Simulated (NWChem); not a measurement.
Everything below was run with NWChem. System: CHCl, charge 0, spin multiplicity 1, at a geometry optimised with PBE0/def2-SVP. The structure started from a generated list of species. Level: RHF/def2-TZVP.

Input file:

```
start mol
memory heap 200 mb stack 900 mb global 1100 mb
geometry units angstroms nocenter noautoz
  C      1.057882    -0.546632     0.000000
  Cl    -0.475221     0.172405     0.000000
  H      1.731471     0.348912     0.000000
  symmetry group Cs
end
basis spherical
  * library def2-tzvp
end
scf
  rhf
  nopen 0
  maxiter 100
  thresh 1e-7
  semidirect memsize 60000000 filesize 0
end
task scf energy
```

Output (cleaned and shortened):

```
             Northwest Computational Chemistry Package (NWChem) 7.3.0
             --------------------------------------------------------

                                NWChem Input Module
                                -------------------

 Scaling coordinates for geometry "geometry" by  1.889725989
 (inverse scale =  0.529177249)

 Turning off AUTOSYM since
 SYMMETRY directive was detected!

                             Geometry "geometry" -> ""
                             -------------------------

 Output coordinates in angstroms (scale by  1.889725989 to convert to a.u.)

  No.       Tag          Charge          X              Y              Z
 ---- ---------------- ---------- -------------- -------------- --------------
    1 C                    6.0000     1.05788200    -0.54663200     0.00000000
    2 Cl                  17.0000    -0.47522100     0.17240500     0.00000000
    3 H                    1.0000     1.73147100     0.34891200     0.00000000

 Effective nuclear repulsion energy (a.u.)      38.7725119708

            Nuclear Dipole moment (a.u.)
            ----------------------------
        X                 Y               Z
 ---------------- ---------------- ----------------
     0.0000113384     0.0000094486     0.0000000000

      Symmetry information
      --------------------

 Group name             Cs
 Group number              2
 Group order               2
 No. of unique centers     3

      Symmetry unique atoms

     1    2    3


 Summary of "ao basis" -> "" (spherical)
 ------------------------------------------------------------------------------
       Tag                 Description            Shells   Functions and Types
 ---------------- ------------------------------  ------  ---------------------
 *                         def2-tzvp                  on all atoms

 Summary of "ao basis" -> "ao basis" (spherical)
 ------------------------------------------------------------------------------
       Tag                 Description            Shells   Functions and Types
 ---------------- ------------------------------  ------  ---------------------
[...]
              MO Center=  5.9D-01, -4.4D-01, -1.7D-16, r^2= 2.1D+00
   Bfn.  Coefficient  Atom+Function         Bfn.  Coefficient  Atom+Function
  ----- ------------  ---------------      ----- ------------  ---------------
    47      0.347331  2 Cl py                 7     -0.306037  1 C  py
    10     -0.283022  1 C  py                50      0.281159  2 Cl py
     5      0.261980  1 C  s                  4      0.246241  1 C  s
    44      0.164582  2 Cl py                13     -0.163120  1 C  py
    70     -0.163295  3 H  s                  3      0.157047  1 C  s

 Vector   13  Occ=0.000000D+00  E= 4.001704D-02  Symmetry=a"
              MO Center=  8.8D-01, -4.2D-01, -7.4D-16, r^2= 2.3D+00
   Bfn.  Coefficient  Atom+Function         Bfn.  Coefficient  Atom+Function
  ----- ------------  ---------------      ----- ------------  ---------------
    14      0.617506  1 C  pz                51     -0.354127  2 Cl pz
     8      0.321405  1 C  pz                11      0.305328  1 C  pz
    48     -0.178270  2 Cl pz

 Vector   14  Occ=0.000000D+00  E= 1.665252D-01  Symmetry=a'
              MO Center=  1.7D+00,  5.4D-01,  7.8D-16, r^2= 3.7D+00
   Bfn.  Coefficient  Atom+Function         Bfn.  Coefficient  Atom+Function
  ----- ------------  ---------------      ----- ------------  ---------------
    71      2.606655  3 H  s                  5     -1.439679  1 C  s
    13     -0.901937  1 C  py                 4     -0.546610  1 C  s
    70     -0.386287  3 H  s                 12     -0.367675  1 C  px
    49      0.352190  2 Cl px                36      0.335183  2 Cl s

 Vector   15  Occ=0.000000D+00  E= 2.015987D-01  Symmetry=a'
              MO Center=  2.4D-01,  1.3D-02,  1.0D-16, r^2= 5.0D+00
   Bfn.  Coefficient  Atom+Function         Bfn.  Coefficient  Atom+Function
  ----- ------------  ---------------      ----- ------------  ---------------
    36      1.753211  2 Cl s                 12      1.473399  1 C  px
    49      1.120938  2 Cl px                71     -1.010347  3 H  s
    50     -0.630049  2 Cl py                 4     -0.556156  1 C  s
     5     -0.480381  1 C  s                  9      0.417006  1 C  px
    46      0.212269  2 Cl px                 6      0.194731  1 C  px

 center of mass
 --------------
 x =  -0.08580093 y =  -0.00705593 z =   0.00000000

 moments of inertia (a.u.)
 ------------------
          16.952191903136          32.866488860582           0.000000000000
          32.866488860582          86.595126427643           0.000000000000
           0.000000000000           0.000000000000         103.547318330779

  Mulliken analysis of the total density
  --------------------------------------

    Atom       Charge   Shell Charges
 -----------   ------   -------------------------------------------------------
    1 C    6     6.12   0.86  1.12  0.60  0.88  0.25  0.93  1.11  0.28  0.02  0.08  0.01
    2 Cl  17    17.02   2.01  0.45  1.52  1.10  0.82  4.18  1.69  1.07  2.79  1.31  0.02  0.05  0.01
    3 H    1     0.87   0.26  0.49  0.10  0.02

       Multipole analysis of the density wrt the origin
       ------------------------------------------------

     L   x y z        total         open         nuclear
     -   - - -        -----         ----         -------
     0   0 0 0     -0.000000      0.000000     24.000000

     1   1 0 0      0.145386      0.000000      0.000011
     1   0 1 0      0.605648      0.000000      0.000009
     1   0 0 1      0.000000      0.000000      0.000000

     2   2 0 0    -13.299451      0.000000     48.394609
     2   1 1 0      1.467252      0.000000    -15.206735
     2   1 0 1     -0.000000      0.000000      0.000000
     2   0 2 0    -16.258490      0.000000      8.641540
     2   0 1 1      0.000000      0.000000      0.000000
     2   0 0 2    -13.540609      0.000000      0.000000

 Task  times  cpu:        1.2s     wall:        1.2s

 Total times  cpu:        1.2s     wall:        1.2s
```
